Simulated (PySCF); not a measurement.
C₇H₁₂O₂S.
Numbering: `[CH:1]#[C:2][CH2:3][S:4](=[O:5])(=[O:6])[C@H:7]([CH3:8])[CH2:9][CH3:10]` (hydrogens: H11 on C1; H12, H13 on C3; H14 on C7; H15, H16, H17 on C8; H18, H19 on C9; H20, H21, H22 on C10)

The calculation used PySCF 2.14.0, PBE0-D3(BJ)/def2-SVP geometry optimisation, gas phase.

**Question.** What internal coordinates does the optimisation give?

**Answer.** 
```csv
bond,length (bohr),order
C1≡C2,2.287,triple
C2–C3,2.729,single
C3–S4,3.448,single
S4=O5,2.766,double
S4=O6,2.759,double
S4–C7,3.430,single
C7–C8,2.876,single
C7–C9,2.880,single
C9–C10,2.875,single
C1–H11,2.031,single
C3–H12,2.078,single
C3–H13,2.083,single
C7–H14,2.085,single
"C8–H15, C8–H16, C8–H17",2.077,single
C9–H18,2.083,single
C9–H19,2.083,single
"C10–H20, C10–H21, C10–H22",2.080,single
```

Bonds in one row agree within 0.02 bohr and their mean is given. Orders are formal, as drawn. A selection of angles:
```csv
angle,degrees
C1–C2–C3,178.6
C2–C3–S4,113.4
C3–S4–O5,105.8
C3–S4–O6,106.9
C3–S4–C7,105.7
O5–S4–O6,120.6
O5–S4–C7,108.6
O6–S4–C7,108.3
S4–C7–C8,105.7
S4–C7–C9,110.3
C8–C7–C9,115.0
C7–C9–C10,113.5
```

Dihedral angles: C2–C3–S4–O5 171° (antiperiplanar); C3–S4–C7–C8 -174° (antiperiplanar); S4–C7–C9–C10 180° (antiperiplanar).

The 5 C–C bonds span 1.210 Å (C1≡C2, drawn triple) to 1.524 Å (C7–C9, drawn single), a spread of 0.314 Å. Of the pairs four or more bonds apart, H12···H18 is among the closest relative to their van der Waals radii: 2.26 Å, 94 % of the sum of Bondi's values. S4 (sulfonyl sulfur) is distorted tetrahedral (angles from 105.7° to 120.6°).

Point group: C1 (no symmetry element, even within 0.4 Å). No frequency check. One conformer, not necessarily the lowest.
